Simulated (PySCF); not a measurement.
HOP.

```xyz
3

P     -0.1129    -0.4713     0.0000
O      0.0549     1.0072     0.0000
H      1.2546    -0.9885     0.0000
```
Charge 0, spin multiplicity 1.

The structure is a stationary point at TPSSh-D3(BJ)/def2-TZVPD.

Level of theory: PBE0/pcSseg-2 (PySCF). Non-relativistic, no solvent.

Computed absolute GIAO shielding of each atom: isotropic value and principal components (ppm):
```
atom  σ(iso)      σ11     σ22    σ33    span
----  ------  -------  ------  -----  ------
P1    -447.5  -1375.8   -85.6  119.0  1494.8
O2    -776.7  -1936.7  -856.6  463.2  2399.9
H3      18.5     12.4    19.3   23.7    11.4
```
